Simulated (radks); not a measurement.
The numbers below are computed, except where a source is named.
Question: The argon ion Ar+, configuration [Ne] 3s2 3p5. Code: a radial shooting solver on a logarithmic mesh with Libxc functionals. Model: scalar-relativistic Kohn-Sham, BLYP, spin-polarised, spherical densities, finite nucleus; open shells are filled with parallel spins first; Fermi nuclear charge, rms radius 3.4274 fm. Some entries of the table are withheld. Estimate them.

orbital,occ.,eigenvalue (eV),<r> (bohr)
1s up,1,-3136.253,0.08573
1s down,1,-3136.041,0.08572
2s up,1,-310.8513,0.4143
2s down,1,-310.6698,0.4142
2p up,3,-244.0316,(1)
2p down,3,-243.7694,(2)
3s up,1,-37.0350,(3)
3s down,1,-35.9137,(4)
3p up,3,(5),1.548
3p down,2,(6),1.565

Answer: 
(1) 2p up <r> (bohr): 0.3766
(2) 2p down <r> (bohr): 0.3766
(3) 3s up <r> (bohr): 1.365
(4) 3s down <r> (bohr): 1.371
(5) 3p up eigenvalue (eV): -22.4458
(6) 3p down eigenvalue (eV): -21.4194
